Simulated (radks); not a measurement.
The numbers below are computed, except where a source is named.
Spherical quantum dot in the effective-mass picture: electrons in a parabolic well V = omega^2 r^2 / 2 with omega = 0.308, with a point charge +2 (a donor) at the centre, all in effective atomic units (hartree* = m*/eps^2 hartree, bohr* = eps/m* bohr), one dielectric constant everywhere. Level of theory: non-relativistic Kohn-Sham, r2SCAN, spin-polarised, spherical densities, generalised Kohn-Sham scheme (a radial shooting solver with Libxc functionals). Levels are named by radial order and angular momentum (1s, 1p, 1d, 2s, ...), and open shells are averaged over m. Results are scaled to m* = 0.079 and eps = 15.3, for which hartree* = 9.183 meV and bohr* = 10.25 nm. Each electron was tried in the lowest free levels, single moves between levels near the top were tried too, and the lowest total energy was kept; such a search can miss a lower state. At N = 1 the Hartree and exchange-correlation terms need not cancel, so that row can carry a self-interaction error.

\begin{tabular}{lrrrrrr}
N & open shells & 2S & mu = E(N) - E(N-1) (meV) & addition energy mu(N+1) - mu(N) (meV) & e(HOMO) (meV) & rms radius (nm) \\ \hline
1 & 1s(up 1, down 0) & 1 & -18.046 & 10.39 & -14.179 & 8.683 \\
2 & none & 0 & -7.6527 & 14.32 & -4.7068 & 10.50 \\
3 & 1p(up 1, down 0) & 1 & 6.6690 & 2.340 & 7.7800 & 18.26 \\
4 & 1p(up 1, down 0) 2s(up 1, down 0) & 2 & 9.0093 & 2.444 & 10.219 & 22.85 \\
5 & 1p(up 2, down 0) 2s(up 1, down 0) & 3 & 11.453 & 2.422 & 12.677 & 25.23 \\
6 & 1p(up 3, down 0) 2s(up 1, down 0) & 4 & 13.875 & 3.126 & 15.057 & 27.22 \\
7 & 1p(up 3, down 0) & 3 & 17.001 & 2.183 & 17.901 & 29.40 \\
8 & 1p(up 3, down 1) & 2 & 19.184 & 1.952 & 20.156 & 31.04 \\
9 & 1p(up 3, down 2) & 1 & 21.136 & 1.951 & 22.115 & 32.50 \\
10 & none & 0 & 23.087 & 3.686 & 24.054 & 33.85 \\
11 & 1d(up 1, down 0) & 1 & 26.773 & 1.697 & 27.622 & 35.44 \\
12 & 1d(up 2, down 0) & 2 & 28.471 & 1.691 & 29.318 & 36.86 \\
13 & 1d(up 3, down 0) & 3 & 30.161 & 1.673 & 31.001 & 38.14 \\
14 & 1d(up 4, down 0) & 4 & 31.834 & 1.651 & 32.663 & 39.32 \\
15 & 1d(up 5, down 0) & 5 & 33.485 & 2.206 & 34.303 & 40.42 \\
16 & 1d(up 5, down 1) & 4 & 35.691 & 1.512 & 36.446 & 41.48 \\
17 & 1d(up 5, down 2) & 3 & 37.203 & 1.516 & 37.962 & 42.48 \\
18 & 1d(up 5, down 3) & 2 & 38.720 & 1.511 & 39.476 & 43.42 \\
19 & 1d(up 5, down 4) & 1 & 40.230 & 1.500 & 40.983 & 44.32 \\
20 & none & 0 & 41.731 & 2.896 & 42.476 & 45.17 \\
21 & 1f(up 1, down 0) & 1 & 44.626 & 1.392 & 45.323 & 46.09 \\
22 & 1f(up 2, down 0) & 2 & 46.018 & 1.386 & 46.713 & 46.97 \\
23 & 1f(up 3, down 0) & 3 & 47.405 & 1.378 & 48.095 & 47.80 \\
24 & 1f(up 4, down 0) & 4 & 48.783 & 1.368 & 49.469 & 48.60 \\
25 & 1f(up 5, down 0) & 5 & 50.151 & 1.358 & 50.832 & 49.36 \\
26 & 1f(up 6, down 0) & 6 & 51.509 & - & 52.184 & 50.10 \\
\end{tabular}

All shells are closed at N = 2, 10, 20 (there: 1s2 1p6 1d10 2s2); the second difference of the energy has clear peaks (12 % above both neighbours; the first and last values, which can be the largest, are not judged, and half-filled shells can peak too) at N = 2, 6, 10, 15, 20.
